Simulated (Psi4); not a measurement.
A dimer, H2O ··· HBr (SMILES O and Br); the first 3 atoms form monomer A.

```
5

O     -0.0016     0.3896     0.0000
H     -0.7642    -0.1979     0.0000
H      0.7658    -0.1917     0.0000
Br    -0.0376     2.9881    -1.9021
H     -0.0187     1.8894    -0.9952
```

Question: What interaction energy does SAPT0/jun-cc-pVDZ, frozen core in Psi4 give, and which attractive term is the largest?

Answer: Total -4.55 kcal/mol: electrostatics -12.20, exchange 15.52, induction -5.36, dispersion -2.51. The most attractive term is electrostatics.
